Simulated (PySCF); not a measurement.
Species: C₂H₇NOSi.
Bonds: C1–C2 (double), C2–O3, O3–Si4, Si4–N5. Hydrogens: H6, H7 on C1; H8 on C2; H9, H10 on Si4; H11, H12 on N5.

Computed by this run: PBE0-D3(BJ)/def2-SVP geometry optimisation, gas phase (PySCF 2.14.0); density fitting, grid level 1; the optimiser is geomeTRIC in internal coordinates, started from a GFN2-xTB structure with every atom displaced at random (about 0.01 Å).

The end geometry, which sets the zero of energy:
```
atom  x, y, z in Å
C1      1.8029    0.5804   -0.0518
C2      1.4623   -0.6002    0.4756
O3      0.2538   -1.1865    0.4559
Si4    -1.1290   -0.6925   -0.3857
N5     -1.8581    0.7709    0.1296
H6      2.8327    0.9287    0.0355
H7      1.0927    1.2242   -0.5763
H8      2.2040   -1.2132    1.0016
H9     -0.7507   -0.5253   -1.8168
H10    -2.0652   -1.8142   -0.1318
H11    -1.4982    1.6689   -0.1709
H12    -2.3083    0.8396    1.0349
```

Task: These geometries come from the run, each turned onto the end geometry. Order them by energy, lowest first.
A.
```
atom  x, y, z in Å
C1      1.7790    0.6127    0.0443
C2      1.4910   -0.6385    0.4177
O3      0.2751   -1.2082    0.4868
Si4    -1.1172   -0.7110   -0.3466
N5     -1.8003    0.7960    0.0857
H6      2.8207    0.9357    0.0283
H7      1.0106    1.3417   -0.2210
H8      2.2868   -1.3308    0.7191
H9     -0.7374   -0.6322   -1.7842
H10    -2.0765   -1.7864    0.0059
H11    -1.5496    1.6665   -0.3638
H12    -2.3434    0.9350    0.9276
```
B.
```
atom  x, y, z in Å
C1      1.8133    0.5835   -0.0494
C2      1.4723   -0.6002    0.4699
O3      0.2606   -1.1778    0.4552
Si4    -1.1317   -0.6880   -0.3869
N5     -1.8650    0.7746    0.1112
H6      2.8470    0.9229    0.0319
H7      1.1012    1.2394   -0.5556
H8      2.2133   -1.2262    0.9810
H9     -0.7474   -0.5553   -1.8205
H10    -2.0742   -1.7952   -0.0989
H11    -1.5006    1.6850   -0.1376
H12    -2.3499    0.8180    0.9995
```
C.
```
atom  x, y, z in Å
C1      1.7942    0.6075    0.0770
C2      1.4554   -0.6272    0.4593
O3      0.2365   -1.2094    0.4074
Si4    -1.1207   -0.7012   -0.4203
N5     -1.5731    0.8839    0.0828
H6      2.8288    0.9343    0.1817
H7      1.0594    1.3161   -0.3129
H8      2.2031   -1.3076    0.8840
H9     -0.8690   -0.6154   -1.8871
H10    -2.0764   -1.8022   -0.1061
H11    -2.2561    1.4181   -0.4418
H12    -1.6430    1.0838    1.0759
```
D.
```
atom  x, y, z in Å
C1      1.8026    0.6301    0.1321
C2      1.5060   -0.6494    0.3797
O3      0.2704   -1.1698    0.5247
Si4    -1.1190   -0.7249   -0.3112
N5     -1.7634    0.8141    0.0725
H6      2.8423    0.9453    0.0371
H7      1.0175    1.3833    0.0386
H8      2.2942   -1.4021    0.5066
H9     -0.8027   -0.6627   -1.7657
H10    -2.0429   -1.8279    0.0537
H11    -1.6690    1.5925   -0.5662
H12    -2.2971    1.0520    0.8979
```
E.
```
atom  x, y, z in Å
C1      1.8726    0.5320    0.0189
C2      1.4278   -0.6030    0.4932
O3      0.1932   -1.1353    0.3305
Si4    -1.0873   -0.6552   -0.4692
N5     -1.6311    0.8840    0.0943
H6      2.8514    0.9039    0.1948
H7      1.2127    1.1858   -0.5643
H8      2.0937   -1.2372    1.0818
H9     -0.8954   -0.4571   -1.8769
H10    -1.9584   -1.8149   -0.1376
H11    -2.4745    1.2952   -0.2661
H12    -1.5657    1.0825    1.1004
```

Result: B (0.003 eV), A (0.008 eV), D (0.029 eV), C (0.080 eV), E (0.407 eV).

In the order of the answer:

```tsv
step	E above end (eV)	largest force (eV/Å)	rms force component (eV/Å)	rms distance from end (Å)	rms bond change (Å)	bond most changed (Å)
14	0.003	0.26	0.064	0.028	0.002	O3–Si4 +0.007
12	0.008	0.16	0.042	0.175	0.002	O3–Si4 +0.005
9	0.029	0.22	0.058	0.301	0.004	O3–Si4 -0.011
4	0.080	0.33	0.094	0.352	0.008	O3–Si4 -0.023
0	0.407	3.57	0.970	0.401	0.039	O3–Si4 -0.108
```

The cost below is that of the whole optimisation. On one thread, Arm Neoverse N1 (aarch64), shared host with 64 logical CPUs at a one-minute load of 20, this took 1.9 min of wall time and 0.45 GiB of memory at its peak.
